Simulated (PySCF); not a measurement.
## Li (lithium, neutral): UHF calculation

Configuration: [He] 2p1, 2P determinant (an excited configuration). Computed with PySCF 2.14 in aug-cc-pCVDZ (5s4p2d, 27 functions), with the non-relativistic Hamiltonian (point nucleus).

* Total energy: -7.364630 hartree
* One-electron energy: -9.5385 hartree
* Hartree (Coulomb) energy: 3.9282 hartree
* Exchange energy: -1.7544 hartree
* Kinetic energy: 7.36394 hartree
* ⟨S²⟩: 0.7500
* ⟨L²⟩: 2.000
* Sum of ⟨r⟩: 5.959 bohr
* Sum of ⟨r²⟩: 28.94 bohr²
* Traceless quadrupole moment −½Σ⟨3z² − r²⟩ along its main axis: -11.2 e·bohr²
* Density at the nucleus (Gaussians lack the cusp): 13.0 bohr⁻³
* Spin density at the nucleus: -0.0187 bohr⁻³
* Langevin diamagnetic susceptibility: -22.9 ×10⁻⁶ cm³/mol

| shell | electrons | mean orbital energy (hartree) | rms radius, mean of both spins (bohr) |
| --- | --- | --- | --- |
| 1s α | 1 | -2.53190 | 0.669 |
| 1s β | 1 | -2.53034 | 0.669 |
| 2p α | 1 | -0.12854 | 5.30 |

Spin-orbit constants ζ (cm⁻¹) from the X2C one-electron operator on these orbitals (non-relativistic here): bare nucleus, nucleus screened by l(l+1)(2l+1)/3 electrons, and screened by the Breit-Pauli mean field of the electrons.

| shell | bare | screened nucleus | mean field |
| --- | --- | --- | --- |
| 2p | 0.9952 | 0.3317 | 0.1242 |

To first order the Landé constant is A = 0.1242 cm⁻¹, so the lowest level has J = 1/2 and lies 1.54e-05 eV below the centre of the term.
